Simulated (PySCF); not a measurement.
PySCF input file for Ge(H)2(vinyl)(NH2) (C2H7GeN), SMILES C=[CH][GeH2][NH2], PBE-D3(BJ)/def2-SVP. Geometry optimised at PBE-D3(BJ)/def2-SVP. The structure was generated by enumeration, and PubChem lists no compound with its InChIKey, so it may never have been made. Other conformers were not sampled.

```python
import numpy as np
from pyscf import gto, scf, dft, df
from pyscf.hessian import thermo

mol = gto.M(
    atom='''
    Ge   -0.25867734    0.48411872   -0.02978020
    N    -1.93646051   -0.24829191    0.32129291
    C     1.13534768   -0.80250259   -0.52333369
    C     2.20220901   -1.05204195    0.25976962
    H    -0.49652460    1.49786838   -1.18157173
    H     0.21024994    1.19143571    1.27049116
    H    -1.88676067   -1.02361804    0.99433480
    H    -2.37971150   -0.61975215   -0.52819583
    H     1.02780065   -1.35948943   -1.47302874
    H     2.35529555   -0.52300573    1.21761542
    H     2.97720868   -1.78992740   -0.01434454
    ''',
    basis='def2-SVP',
    charge=0,
    spin=0,
    max_memory=1600,
    verbose=3,
)
mf = dft.RKS(mol, xc='pbe').density_fit(auxbasis='def2-universal-jkfit')
mf.disp = 'd3bj'
mf.grids.level = 3
mf.conv_tol = 1e-11
mf.max_cycle = 100
mf.kernel()

# [left out here: the lines that compute and print the analytic Hessian (its translational invariance restored by hand, since the grid's response is missing), thermochemistry and intensities]
```

Log of the run:

```
converged SCF energy = -2211.30076341523

WARN: DFTD3 does not support analytical Hessian, using finite difference


WARN: Mole.unit (angstrom) is changed to Bohr

Mode                                 0                   1                   2
Irrep
Freq [cm^-1]                       75.4683            163.4642            175.3527
Reduced mass [au]                   2.6788              1.5962              1.4495
Force const [Dyne/A]                0.0090              0.0251              0.0263
Char temp [K]                     108.5820            235.1887            252.2935
Normal mode                   x     y     z       x     y     z       x     y     z
       0  Ge                 0.00 -0.02  0.02    0.00  0.03 -0.00   -0.00  0.03  0.01
       1   N                -0.06  0.09 -0.07    0.06 -0.10 -0.00    0.01 -0.06 -0.07
       2   C                -0.03 -0.07  0.05   -0.06 -0.05  0.05   -0.04 -0.02  0.05
       3   C                 0.09  0.10 -0.07   -0.01 -0.02 -0.01    0.03 -0.05 -0.04
       4   H                 0.11  0.01  0.03   -0.07 -0.01 -0.02    0.05 -0.00 -0.03
       5   H                -0.00 -0.06  0.04    0.03  0.10 -0.05   -0.13  0.06  0.03
       6   H                -0.16  0.06 -0.10    0.17 -0.40 -0.36    0.01  0.25  0.29
       7   H                -0.06  0.16 -0.11   -0.08  0.28 -0.10    0.30 -0.55 -0.01
       8   H                -0.14 -0.21  0.14   -0.20 -0.20  0.15   -0.16 -0.09  0.10
       9   H                 0.19  0.24 -0.16    0.12  0.12 -0.11    0.18 -0.00 -0.10
      10   H                 0.09  0.10 -0.07   -0.10 -0.13  0.04   -0.06 -0.13 -0.08
Mode                                 3                   4                   5
Irrep
Freq [cm^-1]                      256.5046            439.2994            498.0982
Reduced mass [au]                   2.0909              1.3809              1.4288
Force const [Dyne/A]                0.0811              0.1570              0.2089
[...]
       6   H                 0.11 -0.17 -0.17   -0.27  0.18  0.18   -0.38  0.02  0.17
       7   H                 0.33 -0.18 -0.15   -0.18  0.18  0.05   -0.44  0.03  0.13
       8   H                 0.11 -0.16 -0.06    0.14 -0.08 -0.09   -0.01  0.02 -0.03
       9   H                -0.08  0.09 -0.03   -0.14  0.01  0.02   -0.06 -0.01  0.01
      10   H                 0.09 -0.03  0.19    0.17  0.09  0.10    0.05  0.06 -0.00
Mode                                 9                  10                  11
Irrep
Freq [cm^-1]                      691.9439            778.5378            812.6258
Reduced mass [au]                   1.1013              1.1019              1.0236
Force const [Dyne/A]                0.3107              0.3935              0.3983
Char temp [K]                     995.5533           1120.1425           1169.1876
Normal mode                   x     y     z       x     y     z       x     y     z
       0  Ge                -0.01  0.00  0.01    0.01 -0.01 -0.00   -0.00 -0.01 -0.00
       1   N                 0.01  0.01  0.01    0.04  0.05  0.01   -0.00 -0.01 -0.01
       2   C                 0.04 -0.01 -0.07   -0.01 -0.05  0.00    0.01 -0.01 -0.01
       3   C                -0.01 -0.00 -0.01    0.01 -0.00 -0.00    0.00 -0.00  0.00
       4   H                 0.58 -0.13 -0.24   -0.58  0.06  0.17    0.17  0.52  0.41
       5   H                -0.53  0.12  0.12   -0.67  0.07  0.19   -0.04  0.63 -0.32
       6   H                 0.25 -0.01 -0.04    0.07 -0.02 -0.07   -0.02  0.02  0.03
       7   H                -0.18 -0.00  0.11    0.14  0.02 -0.04   -0.07 -0.01  0.03
       8   H                -0.06 -0.06 -0.03   -0.01  0.04 -0.05   -0.02 -0.01 -0.00
       9   H                -0.08  0.13 -0.07   -0.06 -0.00  0.01   -0.02 -0.01  0.01
      10   H                 0.00 -0.06  0.18    0.06  0.05  0.02    0.02  0.03 -0.01
Mode                                12                  13                  14
Irrep
Freq [cm^-1]                      914.2297            935.8351            967.5848
Reduced mass [au]                   1.1394              1.3527              1.1810
Force const [Dyne/A]                0.5611              0.6980              0.6515
Char temp [K]                    1315.3730           1346.4584           1392.1391
Normal mode                   x     y     z       x     y     z       x     y     z
       0  Ge                -0.00  0.00 -0.01   -0.00 -0.00  0.00   -0.00 -0.00 -0.01
       1   N                 0.03 -0.02  0.08   -0.00  0.00 -0.00   -0.00  0.00  0.01
       2   C                -0.00 -0.00  0.00   -0.02 -0.03  0.02   -0.01  0.04  0.05
       3   C                -0.00  0.01 -0.00    0.07  0.10 -0.07    0.05 -0.07 -0.04
       4   H                 0.31  0.08  0.00   -0.00  0.00  0.00   -0.00  0.04  0.04
       5   H                -0.18 -0.05  0.09    0.02  0.01 -0.01    0.11 -0.05 -0.00
       6   H                -0.60 -0.11  0.02    0.03  0.00 -0.00   -0.03 -0.01  0.00
       7   H                 0.49  0.19 -0.26   -0.02 -0.01  0.01    0.04  0.00 -0.02
       8   H                 0.04 -0.00 -0.01    0.02  0.03 -0.02   -0.46  0.34 -0.07
       9   H                 0.00 -0.01  0.01   -0.29 -0.41  0.27   -0.38  0.22 -0.12
      10   H                -0.03 -0.03  0.00   -0.32 -0.44  0.30    0.31  0.04  0.42
Mode                                15                  16                  17
Irrep
Freq [cm^-1]                      998.7849           1220.9772           1365.2642
Reduced mass [au]                   1.0736              1.3368              1.1700
Force const [Dyne/A]                0.6310              1.1742              1.2849
Char temp [K]                    1437.0291           1756.7143           1964.3112
Normal mode                   x     y     z       x     y     z       x     y     z
       0  Ge                -0.00 -0.00  0.00    0.00 -0.00  0.00   -0.00  0.00  0.00
       1   N                -0.00 -0.00 -0.00   -0.00  0.00 -0.00   -0.00 -0.00 -0.00
       2   C                -0.04 -0.05  0.03   -0.04  0.07  0.07    0.09 -0.03  0.05
       3   C                -0.00  0.00  0.00   -0.01 -0.05 -0.09   -0.01  0.00  0.00
       4   H                 0.01  0.01  0.01   -0.01 -0.00  0.01   -0.00 -0.00 -0.00
       5   H                 0.02  0.03 -0.02   -0.04  0.02 -0.01    0.01  0.00  0.01
       6   H                 0.01  0.00  0.00    0.00 -0.00 -0.00    0.00  0.00  0.00
       7   H                -0.02 -0.00  0.01   -0.01 -0.00  0.01    0.00  0.00 -0.00
       8   H                 0.40  0.52 -0.35    0.64 -0.31  0.22   -0.06  0.06  0.02
       9   H                 0.28  0.35 -0.24   -0.30  0.12 -0.14   -0.55  0.32 -0.11
      10   H                -0.19 -0.24  0.14    0.13  0.01  0.16   -0.34 -0.12 -0.54
Mode                                18                  19                  20
Irrep
Freq [cm^-1]                     1505.3988           1615.7036           2071.5521
Reduced mass [au]                   1.0928              4.8355              1.0156
Force const [Dyne/A]                1.4591              7.4373              2.5679
Char temp [K]                    2165.9337           2324.6377           2980.5022
Normal mode                   x     y     z       x     y     z       x     y     z
       0  Ge                 0.00 -0.00 -0.00   -0.00  0.00 -0.00    0.00  0.01  0.00
       1   N                -0.05 -0.06 -0.00   -0.00  0.00  0.00   -0.00 -0.00 -0.00
       2   C                -0.00  0.00 -0.00    0.15 -0.05  0.09    0.00 -0.00  0.00
       3   C                 0.00 -0.00  0.00   -0.15  0.04 -0.11   -0.00  0.00  0.00
       4   H                -0.02  0.01 -0.00   -0.01  0.01  0.01    0.10 -0.42  0.50
       5   H                -0.02  0.01  0.02    0.02 -0.00  0.01   -0.22 -0.33 -0.62
       6   H                 0.41  0.36  0.40    0.00 -0.00 -0.00    0.01  0.01  0.01
       7   H                 0.16  0.55 -0.34    0.00  0.00 -0.00    0.00  0.01 -0.00
       8   H                 0.00 -0.00  0.00   -0.05  0.08  0.07   -0.01  0.01 -0.00
       9   H                 0.00 -0.00  0.00    0.18 -0.17 -0.07   -0.00  0.00 -0.00
      10   H                 0.00 -0.00  0.00    0.01  0.12  0.20   -0.00 -0.00 -0.00
Mode                                21                  22                  23
Irrep
Freq [cm^-1]                     2083.0587           3039.3839           3066.4422
Reduced mass [au]                   1.0249              1.0580              1.0926
Force const [Dyne/A]                2.6203              5.7583              6.0530
Char temp [K]                    2997.0577           4372.9967           4411.9275
Normal mode                   x     y     z       x     y     z       x     y     z
       0  Ge                 0.00 -0.00  0.01    0.00 -0.00 -0.00    0.00 -0.00  0.00
       1   N                 0.00 -0.00  0.00   -0.00  0.00  0.00   -0.00  0.00  0.00
       2   C                 0.00 -0.00  0.00    0.00 -0.01 -0.01    0.01  0.04  0.07
       3   C                -0.00 -0.00 -0.00   -0.05  0.01 -0.04   -0.01 -0.00 -0.02
       4   H                -0.11  0.49 -0.54    0.00 -0.00  0.00   -0.00  0.00 -0.00
       5   H                -0.19 -0.31 -0.55   -0.00  0.00  0.00   -0.00 -0.00 -0.00
       6   H                -0.01 -0.00  0.00    0.00 -0.00  0.00    0.00 -0.00  0.00
       7   H                 0.00  0.00  0.00    0.00 -0.00 -0.00   -0.00 -0.00 -0.00
       8   H                -0.00  0.01  0.01    0.02  0.12  0.21   -0.09 -0.46 -0.79
       9   H                -0.01  0.00 -0.00    0.08  0.32  0.56    0.04  0.12  0.22
      10   H                 0.00  0.00 -0.00    0.47 -0.46 -0.18    0.05 -0.05 -0.02
Mode                                24                  25                  26
Irrep
Freq [cm^-1]                     3130.2076           3427.3459           3521.6546
Reduced mass [au]                   1.1164              1.0505              1.0927
Force const [Dyne/A]                6.4449              7.2706              7.9847
Char temp [K]                    4503.6719           4931.1877           5066.8769
Normal mode                   x     y     z       x     y     z       x     y     z
       0  Ge                -0.00  0.00 -0.00    0.00 -0.00 -0.00    0.00 -0.00  0.00
       1   N                 0.00  0.00  0.00   -0.02 -0.05 -0.01    0.02 -0.02  0.07
       2   C                -0.00 -0.01 -0.01    0.00  0.00  0.00   -0.00  0.00 -0.00
       3   C                 0.03 -0.06 -0.06    0.00 -0.00 -0.00   -0.00 -0.00 -0.00
       4   H                 0.00 -0.00  0.00   -0.00  0.00 -0.00   -0.00  0.00 -0.00
       5   H                -0.00  0.00  0.00   -0.00  0.00  0.00   -0.00 -0.00 -0.00
       6   H                -0.00 -0.00 -0.00   -0.03  0.51 -0.48   -0.03  0.50 -0.43
       7   H                 0.00 -0.00  0.00    0.30  0.21  0.57   -0.30 -0.25 -0.56
       8   H                 0.01  0.07  0.11   -0.00 -0.00 -0.00    0.00  0.00  0.00
       9   H                 0.09  0.31  0.57    0.00  0.00  0.00    0.00  0.00  0.00
      10   H                -0.47  0.44  0.16    0.00 -0.00  0.00   -0.00 -0.00  0.00
temperature 298.1500 [K]
pressure 101325.00 [Pa]
Rotational constants [GHz] 11.14713 2.70962 2.45642
Symmetry number 1
Zero-point energy (ZPE) 0.08102 [Eh]   212707.946 [J/mol]
                           tot       elec      trans        rot        vib
Entropy [J/mol/K]       337.970      0.000    168.214    108.258     61.497
Cv [J/mol/K]             98.339      0.000     12.472     12.472     73.396
Cp [J/mol/K]            106.653      0.000     20.786     12.472     73.396
Internal energy [J/mol]                      3718.434   3718.434 223068.333
Internal energy [Eh]   -2211.21297  -2211.30076
Enthalpy [J/mol]                             6197.391   3718.434 223068.333
Enthalpy [Eh]          -2211.21202
Gibbs free energy [J/mol]                  -43955.662 -28558.766 204732.896
Gibbs free energy [Eh] -2211.25040
mode   freq/cm-1   IR/(km/mol)
   1       75.47         0.433
   2      163.46        13.393
   3      175.35        19.757
   4      256.50         1.887
   5      439.30        24.272
   6      498.10        46.920
   7      560.25        42.462
   8      577.69       166.790
   9      669.34        29.318
  10      691.94         8.911
  11      778.54       119.083
  12      812.63        50.689
  13      914.23        14.850
  14      935.84        28.720
  15      967.58         7.536
  16      998.78        11.332
  17     1220.98         1.257
  18     1365.26         8.952
  19     1505.40        12.912
  20     1615.70         2.570
  21     2071.55        99.525
  22     2083.06       136.358
  23     3039.38        16.450
  24     3066.44         6.461
  25     3130.21        11.050
  26     3427.35         7.198
  27     3521.65         7.699
max |gradient| / (hartree/bohr): 9.338232198393282e-05
APT charges: [ 1.249e+00 -6.651e-01 -3.358e-01 -5.360e-02 -2.632e-01 -2.510e-01
  1.365e-01  1.349e-01 -1.000e-04  2.350e-02  2.490e-02]
```

Self-consistency was reached.
